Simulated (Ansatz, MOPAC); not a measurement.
Species: C4H2ISe, net charge 0, doublet state. SMILES: c1[se]c[c]c1I

Atoms: I1, C2, C3, C4, Se5, C6, H7, H8. Bonds: I1-C2, C2-C3, C2-C6, C3-C4, C4-Se5, C4-H7, Se5-C6, C6-H8.

Bond lengths (Å) and angles (degrees) optimised at AM1 with MOPAC; PM3 with MOPAC; PM6 with MOPAC; PBE/6-31G* with LANL2DZ past Ar with Ansatz (a first-principles code), each started from the B3LYP-D3(BJ)/def2-TZVP structure (Ansatz) of the last column. A row stands for all coordinates that are equal there; 11 of 19 kinds are shown. 6-31G* holds six Cartesian d functions. No wavenumbers were computed at PBE/6-31G* with LANL2DZ past Ar, so these may be saddle points.

| coordinate | AM1 | PM3 | PM6 | PBE/6-31G* with LANL2DZ past Ar | B3LYP-D3(BJ)/def2-TZVP |
|---|---|---|---|---|---|
| I1-C2 | 2.000 | 1.951 | 2.086 | 2.132 | 2.095 |
| C2-C3 | 1.409 | 1.402 | 1.411 | 1.415 | 1.410 |
| C2-C6 | 1.365 | 1.349 | 1.355 | 1.369 | 1.358 |
| C3-C4 | 1.324 | 1.326 | 1.325 | 1.342 | 1.331 |
| C4-Se5 | 1.923 | 1.940 | 1.931 | 1.958 | 1.905 |
| C4-H7 | 1.080 | 1.080 | 1.072 | 1.088 | 1.076 |
| Se5-C6 | 1.888 | 1.915 | 1.913 | 1.923 | 1.878 |
| C6-H8 | 1.085 | 1.083 | 1.080 | 1.089 | 1.077 |
| I1-C2-C3 | 122.1 | 121.3 | 121.6 | 122.2 | 122.5 |
| I1-C2-C6 | 126.7 | 124.4 | 127.5 | 123.7 | 124.3 |
| C3-C2-C6 | 111.2 | 114.3 | 110.9 | 114.1 | 113.2 |

Mean signed difference of all 8 bond lengths from B3LYP-D3(BJ)/def2-TZVP: AM1 -0.007 Å, PM3 -0.010 Å, PM6 0.005 Å, PBE/6-31G* with LANL2DZ past Ar 0.024 Å.
